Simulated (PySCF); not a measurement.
# F (fluorine, neutral): B3LYP calculation

Configuration: [He] 2s2 2p5, 2P determinant. Calculation: PySCF 2.14, in def2-TZVP; the non-relativistic Hamiltonian (point nucleus).

| Property | Result |
| --- | --- |
| Total energy | -99.7702 hartree |
| One-electron energy | -139.1941 hartree |
| Hartree (Coulomb) energy | 49.8012 hartree |
| Exchange-correlation energy | -10.3773 hartree |
| Kinetic energy | 99.46187 hartree |
| ⟨S²⟩ | 0.7515 |
| ⟨L²⟩ | 2.007 |
| Sum of ⟨r⟩ | 7.832 bohr |
| Sum of ⟨r²⟩ | 10.47 bohr² |
| Traceless quadrupole moment −½Σ⟨3z² − r²⟩ along its main axis | 0.677 e·bohr² |
| Density at the nucleus (Gaussians lack the cusp) | 436 bohr⁻³ |
| Spin density at the nucleus | 0.00201 bohr⁻³ |
| Langevin diamagnetic susceptibility | -8.29 ×10⁻⁶ cm³/mol |
| Time after the integrals | 0.28 s of wall time on 1 thread of Neoverse-N1 (shared host) |

| shell | electrons | mean orbital energy (hartree) | spread (hartree) | rms radius, mean of both spins (bohr) |
| --- | --- | --- | --- | --- |
| 1s α | 1 | -24.78606 | 0 | 0.205 |
| 1s β | 1 | -24.75451 | 0 | 0.205 |
| 2s α | 1 | -1.23419 | 0 | 1.11 |
| 2s β | 1 | -1.14281 | 0 | 1.11 |
| 2p α | 3 | -0.50771 | 0.08834 | 1.26 |
| 2p β | 2 | -0.44723 | 0 | 1.26 |
